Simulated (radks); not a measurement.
Kr4+, configuration [Ar] 3d10 4s2 4p2. All-electron calculation, Dirac Kohn-Sham, PBE, spin-unpolarised, spherical densities, finite nucleus; open shells fill j = l - 1/2 first; Fermi nuclear charge, rms radius 4.1884 fm. Program: a radial shooting solver on a logarithmic mesh with Libxc functionals.

X-ray form factor f0, the Fourier transform of the density (f0(0) = 32):

| sin(theta)/lambda (1/angstrom) | f0 (electrons) |
|---|---|
| 0.05 | 31.691 |
| 0.1 | 30.815 |
| 0.15 | 29.508 |
| 0.2 | 27.941 |
| 0.25 | 26.273 |
| 0.3 | 24.621 |
| 0.4 | 21.575 |
| 0.5 | 18.915 |
| 0.6 | 16.556 |
| 0.8 | 12.607 |
| 1 | 9.756 |
| 1.25 | 7.583 |
| 1.5 | 6.394 |
| 2 | 5.065 |
